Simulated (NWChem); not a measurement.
# Correlation energy of C2H4N

```xyz
7

C     -1.2992     0.2369     0.0000
N     -0.1052     0.4817     0.0000
C      1.0466    -0.3813     0.0000
H     -1.8602    -0.7242     0.0000
H      1.6644    -0.1633    -0.8843
H      1.6644    -0.1633     0.8843
H      0.7834    -1.4552     0.0000
```
Charge 0, spin multiplicity 2.

Everything below was run with NWChem. All single points use one geometry, from UPBE0/def2-SVP, a minimum by its harmonic frequencies.

Basis set: cc-pVDZ. Each correlation energy counts from its own Hartree-Fock reference.

The correlated methods keep 3 core orbitals frozen. The structure started from a generated list of species. The unpaired electrons of the parent sit in orbitals of symmetry a' (Cs labels of the run); other states weren't searched. No SCF solution was tested for a lower state. Open-shell Hartree-Fock references start from PBE0 orbitals. No row is a measurement; the coupled-cluster row has its own basis-set and correlation limits.

Q: One of these methods gave a correlation energy of -410.4 mHa. Which?
A) CCSD[T] on UHF
B) URI-MP2
C) CCSD on UHF
D) SCS-UMP2

A: B, URI-MP2. The others give -405.3 (SCS-UMP2), -450.1 (CCSD on UHF), -467.2 (CCSD[T] on UHF).
